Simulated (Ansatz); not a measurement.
Molecule: sum formula H$_{4}$BSiO$_{2}$, charge 0, multiplicity 2. It need not be the lowest isomer of its formula. 
Structure (B3LYP-D3(BJ)/def2-TZVP (Ansatz, a program for electronic structure) minimum search):
SMILES: OB([SiH2])O
```xyz
8

O     -1.4062    -0.9050     0.1895
B     -0.5023     0.1091     0.1019
O     -0.9532     1.3947     0.2586
Si     1.4040    -0.3540    -0.3360
H     -2.3030    -0.5922     0.3688
H     -0.2763     2.0744     0.2033
H      1.9057    -1.6888     0.0622
H      2.4046     0.6996    -0.0243
```
Charge 0, spin multiplicity 2.

Parts of the frozen-core correlation energy in aug-cc-pV(D+d)Z (Ansatz, hartree). Frozen orbitals: 8; correlated occupied orbitals by spin: 12 and 11; virtual: 117 and 118. Open shells are spin-unrestricted. Spin-orbit coupling is left out. Non-relativistic.

```
term                            value
-------------------------  ----------
reference (HF)             -465.76840
MP2 opposite-spin            -0.42719
MP2 same-spin                -0.14376
CCSD correlation             -0.60594
(T)                          -0.01863
T1 diagnostic                   0.017
largest doubles amplitude       0.017
<S^2> of the reference          0.762
```
